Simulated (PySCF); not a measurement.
Compound: C2H7NO2Si.
Cartesian coordinates in Å at the GFN2-xTB level; atoms count from 1:
```xyz
13
C2H7NO2Si angstrom
C     -2.0690    0.0450    1.6936
O     -1.0906    0.3615    0.7523
Si     0.2945   -0.4408    0.4877
N      0.9119    0.5677   -0.7972
C      2.0966    0.2277   -1.3181
O      2.7270   -0.7264   -0.9349
H     -2.4742   -0.9520    1.5105
H     -1.6562    0.0689    2.7040
H     -2.8694    0.7808    1.6123
H      1.1850   -0.3972    1.6434
H      0.0599   -1.7978    0.0037
H      0.4256    1.3745   -1.1530
H      2.4545    0.8886   -2.1295
```

A PySCF run (density fitting, gas phase, GFN2-xTB geometry) gave HOMO -7.78 eV, LUMO 0.23 eV, dipole 3.56 D.

Question: Which of these levels was it?
A. PBE0/def2-SVPD
B. BP86/def2-SVPD
C. PBE0/pcSseg-1
D. PBE0/pcSseg-0
E. WP04/IGLO-II

Answer: A. It is PBE0/def2-SVPD. All candidates on this geometry:

| level and settings | kind | basis functions | SCF cycles | E (Eh) | HOMO (eV) | LUMO (eV) | dipole (D) |
| --- | --- | --- | --- | --- | --- | --- | --- |
| BP86/def2-SVPD, grid level 1 | GGA | 186 | 12 | -574.9181 | -6.27 | -0.96 | 3.51 |
| WP04/IGLO-II | global hybrid fitted to proton shifts | 187 | 15 | -584.6356 | -8.71 | -1.78 | 3.65 |
| PBE0/def2-SVPD | global hybrid | 186 | 14 | -574.4532 | -7.78 | 0.23 | 3.56 |
| PBE0/pcSseg-1 | global hybrid | 144 | 14 | -574.6953 | -7.66 | 0.51 | 3.59 |
| PBE0/pcSseg-0 | global hybrid | 72 | 14 | -573.7013 | -7.60 | 0.66 | 3.44 |

The nearest other candidate, by the summed differences of HOMO and LUMO, is PBE0/pcSseg-1: its HOMO differs by +0.12 eV and its LUMO by +0.28 eV. Cycle counts include a coarse-grid stage where the run had one. WP04 was designed for NMR shieldings or shifts; total energies of different functionals aren't comparable.
